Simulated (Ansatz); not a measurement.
Single points on the cluster MoPt₃.

```yaml
crystal:
  periodic: [false, false, false]
  atoms:
    - {symbol: Mo, position_ang: [-0.302801, 0.263537, -0.004830]}
    - {symbol: Pt, position_ang: [1.407891, 1.397094, -0.898489]}
    - {symbol: Pt, position_ang: [-0.056194, -0.228742, 2.164707]}
    - {symbol: Pt, position_ang: [-1.048897, -1.431879, -1.261388]}
basis:
  gaussian: {orbitals: def2-TZVPD, initial_orbitals: start.molden}
hamiltonian: {xc: r2scan, dispersion: d4}
scf: {omitted_lower_state_checks: [starts]}
output: {orbitals: {seedname: orbitals}}
```

The file start.molden holds the orbitals of an earlier run on this structure, at another level or in another basis.

```sh
$ ansatz run in.yaml --threads 4 --pin off --events-out ev --progress --plain --max-ram 3916MiB
```

Output, abridged:

```
Functional definition: r2SCAN
1439 factors; their error is unknown
mean field evaluation 1: about -11605.0212 eV, gradient 6.0e0 eV
mean field evaluation 2: about -11605.1571 eV, gradient 4.8e-1 eV
mean field evaluation 4: about -11605.1587 eV, gradient 1.8e-1 eV
mean field -11605.15872341 eV, -426.4817168262 hartree, gradient 8.3e-5 eV, S^2 0.000000; 0 other end points of the search recorded, 0 dependent functions left out
reference -11605.15873872 eV, -426.4817173887 hartree; 34, 34 occupied and 135, 135 virtual orbitals, 1439 factors
Total energy: -11605.20684527 eV, -426.4834852720 hartree
Checks for a lower state left out: starts
```

Run time 6 s (4 threads of Arm Neoverse V2 on a shared host).

The first input with `gaussian: {orbitals: def2-TZVP, initial_orbitals: start.molden}`, `hamiltonian: {xc: lda}` (abridged; 1.6 s):

```
Functional definition: SPW92
mean field -11584.52825795 eV, -425.7235612045 hartree, gradient 2.1e-5 eV, S^2 0.000000
Total energy: -11584.52829750 eV, -425.7235626576 hartree
Checks for a lower state left out: starts
```

As the first input, with `gaussian: {orbitals: def2-SVP, initial_orbitals: start.molden}`, `hamiltonian: {xc: pbe, dispersion: d4}` (abridged; 2.4 s):

```
Functional definition: PBE
mean field -11604.21083200 eV, -426.4468824595 hartree, gradient 1.2e-5 eV, S^2 0.000000
Total energy: -11604.48575171 eV, -426.4569855723 hartree
Checks for a lower state left out: starts
```

The first input with `hamiltonian: {xc: pbe0, dispersion: d4}` (abridged; 5.5 s):

```
Functional definition: PBE0
mean field -11597.40150112 eV, -426.1966441651 hartree, gradient 9.6e-6 eV, S^2 0.000000
Total energy: -11597.63941207 eV, -426.2053872312 hartree
Checks for a lower state left out: starts
```

First input, but with `gaussian: {orbitals: def2-TZVP, initial_orbitals: start.molden}`, `hamiltonian: {xc: {text: "exchange = 0.50*pbe_x + 0.50*exact_x\ncorrelation = pbe_c"}}` (abridged; 4.6 s):

```
Functional definition: unnamed
mean field -11589.98194003 eV, -425.9239803241 hartree, gradient 1.0e-5 eV, S^2 0.000000
Total energy: -11589.98196099 eV, -425.9239810946 hartree
Checks for a lower state left out: starts
```

The first input with `gaussian: {orbitals: def2-TZVP, initial_orbitals: start.molden}`, `output: {forces: true, orbitals: {seedname: orbitals}}` (abridged; 7 s):

```
Functional definition: r2SCAN
mean field -11605.15586338 eV, -426.4816117219 hartree, gradient 1.3e-5 eV, S^2 0.000000
Total energy: -11605.20398332 eV, -426.4833800974 hartree
Atom 0 force     0.239422    -0.208026     0.003880 eV/Å
Atom 1 force    -0.376569    -0.267779     0.203051 eV/Å
Atom 2 force    -0.044141     0.101332    -0.492383 eV/Å
Atom 3 force     0.181288     0.374473     0.285451 eV/Å
Dipole moment:    -0.118256     0.102964    -0.001886 e Å
Checks for a lower state left out: starts
```

First input, but with `hamiltonian: {xc: pbe, dispersion: d4}` (abridged; 3.5 s):

```
Functional definition: PBE
mean field -11605.36711694 eV, -426.4893751470 hartree, gradient 1.9e-5 eV, S^2 0.000000
Total energy: -11605.64204392 eV, -426.4994785272 hartree
Checks for a lower state left out: starts
```

Geometry: PBE-D4/def2-SVP.

In the def2 sets Mo, Pt take a core potential; there is no spin–orbit coupling. This restricted singlet of an open-shell metal (gap down to 0.57 eV) wasn't tested against broken symmetry. The order of the spin states hangs on the level: the triplet lies 0.16 eV below the singlet at PBE0-D4/def2-TZVP, but 0.52 eV above it at LDA (SPW92)/def2-TZVP. The structure comes from a short search, and lower isomers may exist.
